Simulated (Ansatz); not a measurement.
Molecule: H4BSiO2 (charge 0, doublet). SMILES: OB(O)[SiH2]
Coordinates optimised at B3LYP-D3(BJ)/def2-TZVP (Ansatz, a first-principles code):
```xyz
8

O     -1.4062    -0.9050     0.1895
B     -0.5023     0.1091     0.1019
O     -0.9532     1.3947     0.2586
Si     1.4040    -0.3540    -0.3360
H     -2.3030    -0.5922     0.3688
H     -0.2763     2.0744     0.2033
H      1.9057    -1.6888     0.0622
H      2.4046     0.6996    -0.0243
```
Charge 0, spin multiplicity 2.

Quantity: enthalpy of formation at 298 K, in kcal/mol. Conventions: LANL2DZ with its own core potentials from Na on; valence correlation only; 6-31G* and kin with 6d, 5d where marked; no dispersion term unless named; open shells spin-unrestricted; spin-orbit terms left out; non-relativistic; 6-311+G** with 5d, 6d on Na to Ar in Ansatz. Basis-set limits of correlation are two-point, X^-3; Hartree-Fock from the larger set (for Q and 5 zeta extrapolated as (X+1)exp(-9√X)). Ab initio and DFT rows: single points at B3LYP-D3(BJ) geometries (Ansatz), with unscaled harmonic terms from B3LYP/6-31G* (Ansatz) at its own minima, enthalpies of formation by atomisation with measured atoms.

Coupled cluster (Ansatz) is a level with limits of its own, used here on species with T1 under 0.025 (0.045 for open shells) and stable references: CCSD(T)/CBS(cc-pV(Q+d)Z,cc-pV(5+d)Z).

Value to compare with, CCSD(T)/CBS(cc-pV(Q+d)Z,cc-pV(5+d)Z) (Ansatz): -103.0 kcal/mol.

| level | program | enthalpy of formation at 298 K (kcal/mol) | difference |
|---|---|---|---|
| B3LYP/STO-3G | Ansatz | -208.2 | -105.2 |
| B3LYP/3-21G | Ansatz | -62.6 | 40.4 |
| B3LYP/LANL2DZ | Ansatz | -55.6 | 47.4 |
| B3LYP/6-31G | Ansatz | -46.5 | 56.5 |
| B3LYP/6-31G* | Ansatz | -88.9 | 14.1 |
| B3LYP/6-31+G* | Ansatz | -86.2 | 16.8 |
| B3LYP/6-31G** | Ansatz | -97.9 | 5.1 |
| B3LYP/def2-SVP | Ansatz | -102.0 | 1.0 |
| B3LYP/cc-pVDZ | Ansatz | -85.4 | 17.6 |
| B3LYP/6-311+G** | Ansatz | -91.3 | 11.7 |
| B3LYP/def2-TZVPD | Ansatz | -97.2 | 5.8 |

Among the 10 habitual levels, B3LYP/STO-3G lies farthest from CCSD(T)/CBS(cc-pV(Q+d)Z,cc-pV(5+d)Z) (Ansatz) (-105.2 kcal/mol) and B3LYP/def2-SVP nearest (1.0); 9 of 10 lie above it, and their mean absolute difference is 31.6 kcal/mol, the median 17.2. One case shows no general order.

The sets are all those run for this method; left out are runs that failed, that the program found above a lower state of the same kind, or whose <S^2> lies over 0.5 above the pure value.
